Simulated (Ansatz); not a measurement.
Mulliken charges of CH4SSeSi, SMILES `[SiH3]C(S)=[Se]` from ωB97M-V/def2-TZVPP in Ansatz (PBE0-D4/def2-TZVP geometry).

| atom | x (Å) | y (Å) | z (Å) | charge (e) |
| --- | --- | --- | --- | --- |
| Si1 | 0.206 | 0.963 | -0.121 | 0.168 |
| C2 | -0.179 | -0.854 | -0.433 | -0.167 |
| S3 | -0.361 | -1.968 | 0.854 | 0.031 |
| Se4 | -0.337 | -1.362 | -2.129 | -0.112 |
| H5 | -0.865 | 1.787 | -0.727 | 0.001 |
| H6 | 0.264 | 1.220 | 1.347 | -0.034 |
| H7 | 1.520 | 1.277 | -0.728 | 0.001 |
| H8 | -0.157 | -1.120 | 1.881 | 0.113 |

Question: By hand: the dipole of these point charges (1 e Å = 4.8032 D).

Answer: Σ q r = (0.065, 0.231, 0.482) e Å, of length 0.538 e Å = 2.58 D.

Question: How does the dipole of the full density compare? (Best estimate.)

Answer: Ansatz gave: (0.057, 0.204, 0.497) e Å, 2.59 D; the point charges give 1.00 times that, at 3° from its direction.

Point charges leave out the atoms' own dipoles, such as those of lone pairs, and Mulliken's split depends on the basis, so the close match here is no proof of good charges.
